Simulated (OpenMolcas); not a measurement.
## Os6+: moving or changing the point charges

Os6+ among 6 point charges of -1.7 e arranged as an octahedron (Oh), 2.14 Å from the ion.

| Item | Value |
| --- | --- |
| Program | OpenMolcas 26.06 |
| Method | CASSCF |
| Basis | ANO-RCC-VTZP [8s7p5d3f2g1h] |
| Scalar Hamiltonian | DKH2, point nucleus |
| Active space | 2 electrons in 5 orbitals (5d) |
| State averaging | 2S+1 = 3 even, 10 roots; 2S+1 = 1 even, 15 roots |
| Spin-orbit coupling | state interaction with AMFI integrals over the reference wave functions |

Runs around this geometry, states (labels of O, the rotations of Oh). Energies in cm-1 above the lowest state or level, χT in cm3 K/mol; under a threefold ground state the first gap can be a small split of the lowest multiplet, not the spin-orbit step; 10Dq and B are least-squares fits to the states below 45000 cm-1, weighted by degeneracy, with a free offset, and given where the rms deviation is under 5 % of |10Dq| (or 100 cm-1) and under 700 cm-1.

```json
{"R (Å)": "2.14", "q (e)": "-1.36", "Ground state": "3T1", "First state of that spin": "3T2 3462", "10Dq": "4132", "B (rms of fit)": "927 (64)", "First gap with spin-orbit (degeneracies)": "987.5 (2, 3)", "χT at 300 K": "0.127", "First state of another spin": "1T2 13476"}
{"R (Å)": "1.94", "q (e)": "-1.7", "Ground state": "3T1", "First state of that spin": "3T2 7157", "10Dq": "8311", "B (rms of fit)": "923 (125)", "First gap with spin-orbit (degeneracies)": "1348 (2, 3)", "χT at 300 K": "0.069", "First state of another spin": "1T2 13846"}
{"R (Å)": "2.14", "q (e)": "-1.7", "Ground state": "3T1", "First state of that spin": "3T2 4349", "10Dq": "5152", "B (rms of fit)": "927 (80)", "First gap with spin-orbit (degeneracies)": "1122 (2, 3)", "χT at 300 K": "0.105", "First state of another spin": "1T2 13618"}
{"R (Å)": "2.34", "q (e)": "-1.7", "Ground state": "3T1", "First state of that spin": "3T2 2774", "10Dq": "3325", "B (rms of fit)": "928 (52)", "First gap with spin-orbit (degeneracies)": "855.2 (2, 3)", "χT at 300 K": "0.153", "First state of another spin": "1T2 13338"}
```

Taking |10Dq| as R^-n, n = -ln(3325 / 8311) / ln(2.34 / 1.94) = 4.9 between the shortest and longest distance. The point-charge formula for a cubic d site gives n = 5.

Scaling the charges by -1.36 / -1.7 = 0.80 scales |10Dq| by 4132 / 5152 = 0.80; with fixed orbitals a first-order splitting would follow the charge.

Without dynamic correlation the repulsion within the d shell is too large (B by tens of per cent), so at a given field states of lower spin stand too high. Spin-orbit coupling mixes the spin-free states strongly: the lowest level takes only 65 % from its leading state, 3T1 (figures for R = 2.14, q = -1.36; the like holds for R = 2.14, q = -1.7, R = 2.34, q = -1.7). This field is weak: 10Dq is about 4132 cm-1, while octahedral complexes of 5d ions of charge 3 and more, computed by the same method with explicit ligands, had a median near 35000 cm-1. Ground spin and moment need not be those of a real site (figures for R = 2.14, q = -1.36; the like holds for R = 1.94, q = -1.7, R = 2.14, q = -1.7, R = 2.34, q = -1.7). An orbital triplet at a regular site is open to Jahn-Teller coupling, which can distort the site and quench the lowest spin-orbit gaps and is left out (holds for R = 1.94, q = -1.7). This is an electrostatic model: the charges have no orbitals. No measured value stands beside these numbers.
